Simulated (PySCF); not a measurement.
FH6NOSi2, SMILES N[Si@H]([SiH2]F)O. Atoms are numbered in the order given.

```xyz
11

N     -1.6712    -1.1210     1.0410
Si    -1.0208     0.1502     0.0535
O     -0.5047     1.5788     0.7999
Si     1.0057    -0.5992    -0.8897
F      2.0825     0.4993    -0.2458
H     -1.0775    -1.5940     1.7275
H     -2.6291    -1.0416     1.3938
H     -2.1259     0.5120    -0.8917
H      0.4709     1.6266     0.8386
H      1.4511    -1.9688    -0.4468
H      1.1162    -0.5252    -2.3891
```

The structure is a stationary point at PBE-D3(BJ)/def2-SVP. The structure was generated by enumeration; whether it is a known compound was not checked. Other conformers were not sampled.

All values below come from PBE/pcSseg-1 in PySCF.

GIAO shieldings, no solvent; atoms listed in one row are averaged. δ = σ(ref) − σ: ¹⁵N against NH3 (σ = 267.0 ppm); ²⁹Si against TMS (σ = 335.4 ppm); ¹⁷O against H2O (σ = 334.3 ppm); ¹⁹F against CFCl3 (σ = 133.6 ppm); ¹H against TMS (σ = 31.49 ppm), references at their B3LYP-D3(BJ)/def2-TZVP geometries, non-relativistic.

**Question.** Estimate the chemical shifts. (The exact figures need the calculation; the answer reports its results.)

**Answer.** 
```json
[
 {"nucleus": "¹⁵N", "atoms": "N1", "count": "1", "δ (ppm)": "56.4"},
 {"nucleus": "²⁹Si", "atoms": "Si4", "count": "1", "δ (ppm)": "8.4"},
 {"nucleus": "²⁹Si", "atoms": "Si2", "count": "1", "δ (ppm)": "-25.7"},
 {"nucleus": "¹⁷O", "atoms": "O3", "count": "1", "δ (ppm)": "95.9"},
 {"nucleus": "¹⁹F", "atoms": "F5", "count": "1", "δ (ppm)": "-289.9"},
 {"nucleus": "¹H", "atoms": "H10, H11", "count": "2", "δ (ppm)": "5.96"},
 {"nucleus": "¹H", "atoms": "H8", "count": "1", "δ (ppm)": "5.46"},
 {"nucleus": "¹H", "atoms": "H9", "count": "1", "δ (ppm)": "3.71"},
 {"nucleus": "¹H", "atoms": "H7", "count": "1", "δ (ppm)": "2.26"},
 {"nucleus": "¹H", "atoms": "H6", "count": "1", "δ (ppm)": "1.56"}
]
```
